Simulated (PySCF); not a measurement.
CdCl2, SMILES [Cl][Cd][Cl].

Geometry optimised at PBE-D3(BJ)/def2-TZVP. The isomer is the one that the SMILES or the coordinates give; other isomers of the formula were not compared. The def2 effective core potentials stand for the cores of Cd; spin–orbit coupling is left out.

Computed with PySCF with TDDFT-M06-2X/def2-SVPD.

Vertical excitations; the highest root listed may be one member of a degenerate set.  State labels are in the subgroup D2h.

Computed lowest excited states:
| state | symmetry | energy (eV) | λ (nm) | f | main pairs |
|---|---|---|---|---|---|
| S1 | B2g | 5.47 | 227 | 0.000 | HOMO−1→LUMO (degenerate set) |
| S2 | B3g | 5.47 | 227 | 0.000 | HOMO→LUMO (degenerate set) |
| S3 | B3u | 5.92 | 209 | 0.042 | HOMO−2→LUMO (degenerate set) |
| S4 | B2u | 5.92 | 209 | 0.042 | HOMO−3→LUMO (degenerate set) |
| S5 | B1u | 6.92 | 179 | 0.132 | HOMO−4→LUMO 60 %, HOMO−1→LUMO+2 19 %, HOMO→LUMO+1 19 % |
| S6 | Au | 7.16 | 173 | 0.000 | HOMO−1→LUMO+1 49 %, HOMO→LUMO+2 49 % |
| S7 | Au | 7.19 | 172 | 0.000 | HOMO→LUMO+2, HOMO−1→LUMO+1 (degenerate set) |
| S8 | B1u | 7.20 | 172 | 0.000 | HOMO→LUMO+1, HOMO−1→LUMO+2 (degenerate set) |
| S9 | Ag | 7.39 | 168 | 0.000 | HOMO−5→LUMO 64 %, HOMO−3→LUMO+1 17 %, HOMO−2→LUMO+2 17 % |
| S10 | B1g | 7.54 | 165 | 0.000 | HOMO−3→LUMO+2 49 %, HOMO−2→LUMO+1 49 % |
| T1 | B2g | 5.20 | 238 | 0 | HOMO−1→LUMO (degenerate set) |
| T2 | B3g | 5.20 | 238 | 0 | HOMO→LUMO (degenerate set) |
| T3 | B2u | 5.61 | 221 | 0 | HOMO−3→LUMO (degenerate set) |
| T4 | B3u | 5.61 | 221 | 0 | HOMO−2→LUMO (degenerate set) |
Triplets are in the Tamm–Dancoff approximation, which puts them higher than full response would, so one can lie above its singlet here.
